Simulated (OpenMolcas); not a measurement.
Lines of Cr4+: computed and rescaled rates

```
Program             : OpenMolcas
Method              : CASSCF
Basis               : ANO-R3 [7s5p5d3f1g]
Scalar Hamiltonian  : X2C, finite nucleus
Active space        : 2 electrons in 5 orbitals (3d)
State averaging     : 2S+1 = 3 even, 10 roots; 2S+1 = 1 even, 15 roots
Spin-orbit coupling : RASSI with atomic mean-field integrals over the reference wave functions, term energies averaged over their components
```

Rates come from the transition moments of the reference wave functions (E1 and E2 in the length form). At fixed line strength A goes as λ^-3 for E1 and M1 and as λ^-5 for E2, so a rate at the computed wavelength can be rescaled to the measured one. Measured vacuum wavelengths follow from level energies in Sugar and Corliss, J. Phys. Chem. Ref. Data 6, 317 (1977). Branching counts decays inside the model space alone, at computed energies, and the table is only a selection of the E2 and M1 lines, drawn from those between levels with measured partners whose computed energy lies within a factor of 1.5 of the measured one.

```tsv
Upper	Lower	Type	λ computed (nm)	λ measured (nm)	A computed (s-1)	A rescaled (s-1)	Branching %
3d2 3F3	3d2 3F2	M1	20180	19680	3.14e-03	3.39e-03	100.0
3d2 3F4	3d2 3F3	M1	15700	15790	5.25e-03	5.16e-03	100.0
3d2 3P1	3d2 1D2	M1	3336	4018	1.15e-02		5.2
3d2 3P2	3d2 1D2	M1	2957	3505	2.92e-02		12.9
3d2 1G4	3d2 1D2	E2	1138	1132	8.95e-04	9.19e-04	0.6
3d2 1D2	3d2 3F4	E2	651.4	830.1	1.17e-03		0.6
3d2 1D2	3d2 3F3	M1	625.5	788.7	1.30e-01		63.9
3d2 1D2	3d2 3F2	M1	606.7	758.3	7.17e-02		35.3
3d2 3P2	3d2 3F4	E2	533.8	671.2	1.42e-01	4.52e-02	62.7
3d2 3P1	3d2 3F3	E2	526.7	659.3	1.34e-01	4.36e-02	60.4
3d2 3P0	3d2 3F2	E2	518	645.5	2.19e-01	7.29e-02	100.0
3d2 3P2	3d2 3F3	E2	516.3	643.8	4.37e-02	1.45e-02	19.3
3d2 3P2	3d2 3F3	M1	516.3	643.8	3.07e-03		1.4
3d2 3P1	3d2 3F2	E2	513.3	637.9	7.59e-02	2.56e-02	34.3
3d2 3P2	3d2 3F2	E2	503.4	623.4	6.89e-03	2.37e-03	3.0
3d2 1G4	3d2 3F4	M1	414.2	479	8.28e-02		60.1
3d2 1G4	3d2 3F3	M1	403.6	464.9	5.37e-02		39.0
3d2 1S0	3d2 3P2	E2	241.3	284.9	5.75e-01		1.4
3d2 1S0	3d2 3P1	M1	239.1	281.9	1.37e+00		3.4
3d2 1S0	3d2 1D2	E2	223.1	263.4	3.79e+01	1.65e+01	95.0
```

Spin-changing lines and M1 lines between different terms are not rescaled, since their strength hangs on the term gaps too.

The largest correction is for 3d2 3P2 → 3d2 3F4 (E2): 1.42e-01 × (533.8 / 671.2)^5 = 4.52e-02 s-1, a factor of 0.32.

The computed rate and branching of 3d2 3F3 → 3d2 3F2 give the upper level a radiative lifetime of 1.000 / 3.14e-03 s-1 = 3.18e+02 s, counting decays inside the model space alone. The rescaled rate gives about 3.0e+02 s.

These are rates of the free ion; in crystals, glasses and complexes forced electric-dipole and non-radiative decay shorten such lifetimes by orders of magnitude. No measured rate stands beside these. Rescaling mends the energy factor alone: line strengths can still be far off where a level mixes with configurations outside the active space, and weak or spin-changing lines hang on small mixing coefficients that depend on the term gaps too, so rescaling need not improve them.

Without dynamic correlation excited terms often stand tens of per cent too high (terms of higher spin than the ground term too low), and those without a measured partner can miss by more than the paired ones. Computed and measured levels are paired by configuration, term and J; levels that our copy of the source lacks, or whose pairing is in doubt (as where it misses far off the trend of its configuration), stay unpaired. Only configurations of the active space appear.
